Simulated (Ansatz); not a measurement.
Consider the ligand exchange at a B–S bond: `OB(S)Cl` + `BS` → `BSB(O)Cl` + H₂S.

Gas-phase electronic energies from Ansatz, PBE0-D4/def2-TZVP geometries. CCSD(T)/CBS adds triple-zeta CCSD(T) − MP2 to the extrapolated MP2 energy (def2 sets, frozen cores). This one scheme is used for every species. Functionals use def2-TZVPP. B3LYP here is the variant with VWN-RPA as its local correlation; programs differ in this. One conformer a species, not always the lowest.

`OB(S)Cl`:

Z-matrix (Å, degrees):
```
B
S 1 1.800
Cl 1 1.770 2 117.6
O 1 1.348 2 121.5 3 180.0
H 2 1.344 1 94.9 3 -180.0
H 4 0.962 1 113.2 2 -180.0
```

`BS`:

```xyz
5

B    -0.032   -0.578   -0.035
S     0.689    0.995   -0.381
H     0.522   -1.519   -0.512
H    -1.010   -0.679    0.636
H    -0.170    1.780    0.293
```

`BSB(O)Cl`:

Cartesian coordinates in Å:
```
B 0.649 -1.566 0.655
S -0.487 -0.788 -0.472
B -0.288 1.034 -0.294
O -1.053 1.838 -1.056
Cl 0.834 1.799 0.805
H 1.365 -0.927 1.354
H 0.634 -2.757 0.651
H -1.653 1.368 -1.643
```

H₂S:

Cartesian coordinates in Å:
```
S 0.034 -0.109 -0.609
H 0.933 0.234 0.325
H -0.967 -0.124 0.283
```

```json
{"level": "r2SCAN-D4", "ΔE (kcal/mol)": "6.5", "difference from CCSD(T)/CBS": "0.9"}
{"level": "B3LYP-D4", "ΔE (kcal/mol)": "6.2", "difference from CCSD(T)/CBS": "0.6"}
{"level": "r2SCAN0-D4", "ΔE (kcal/mol)": "6.4", "difference from CCSD(T)/CBS": "0.8"}
{"level": "ωB97X-V", "ΔE (kcal/mol)": "6.1", "difference from CCSD(T)/CBS": "0.5"}
{"level": "PBE0", "ΔE (kcal/mol)": "6.8", "difference from CCSD(T)/CBS": "1.2"}
{"level": "r2SCAN0", "ΔE (kcal/mol)": "6.6", "difference from CCSD(T)/CBS": "1.0"}
{"level": "BHLYP", "ΔE (kcal/mol)": "6.7", "difference from CCSD(T)/CBS": "1.1"}
{"level": "CAM-B3LYP", "ΔE (kcal/mol)": "6.8", "difference from CCSD(T)/CBS": "1.2"}
{"level": "LC-ωPBE", "ΔE (kcal/mol)": "6.6", "difference from CCSD(T)/CBS": "1.0"}
{"level": "RPA@PBE/def2-TZVPP", "ΔE (kcal/mol)": "6.1", "difference from CCSD(T)/CBS": "0.5"}
{"level": "CCSD(T)/CBS", "ΔE (kcal/mol)": "5.6", "difference from CCSD(T)/CBS": "0"}
```

Largest T1 diagnostic among the species: 0.015.

The D4 term adds −0.9 kcal/mol with B3LYP and −0.5 kcal/mol with PBE0; it sums over pairs of atoms, weighted by their polarisabilities, and B3LYP, whose exchange is more repulsive, gets the larger term. Leaving LDA and LC-ωPBE aside and taking each functional with its dispersion term where it has one, the values, not all of them listed here, spread over 0.6 kcal/mol, from BHLYP-D4 to r2SCAN-D4.
